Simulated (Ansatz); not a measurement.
Born–Oppenheimer molecular dynamics of ClH$_{6}$NSn (9 atoms, charge 0, multiplicity 1). It starts at the highest image of a converged band, a first-order saddle point between two minima.

Theory: Ansatz, RKS B3LYP-D4/def2-SVP.

```yaml
ensemble: NVE (velocity Verlet)
time_step: 0.5 fs
steps_asked: 200
starting_velocities_drawn_for: 300 K
seed: 10529
```

First frame:

```xyz
9
Properties=species:S:1:pos:R:3
Sn -0.407 0.037 -0.370
Cl -0.232 0.718 3.004
H 0.852 -0.982 0.149
H -0.116 1.713 -0.375
H -1.051 -0.488 -1.882
N -1.997 -0.258 1.027
H -2.309 -1.228 1.108
H -2.820 0.321 0.845
H -1.321 0.166 2.104
```

(1) How far do the bonds stretch over the last three quarters of this one trajectory? (Pairs bonded in most of those frames.)

## Answers

(1) 
```
  bond  mean (Å)  spread (Å)  shortest  longest
Sn1–H3     1.706       0.014      1.68     1.73
Sn1–H4     1.711       0.012      1.69     1.73
Sn1–H5     1.726       0.009      1.71     1.74
Sn1–N6     2.106       0.053      2.02     2.19
Cl2–H9     1.368       0.025      1.32     1.42
 N6–H7     1.023       0.016      0.99     1.06
 N6–H8     1.024       0.025      0.98     1.06
```

Mean temperature of the second half: 168 K. The conserved energy stayed within 0.16 meV per atom of its start (net change 0.058 meV per atom), so the integration is sound. A run of 0.1 ps of so small a system gives no equilibrium averages. The orbitals stay closed-shell, which can raise the energy where a bond breaks towards radicals; this wasn't checked here.

The run took 6.7 min on 2 threads of Arm Neoverse V2, on a shared host, peak memory 0.18 GiB.
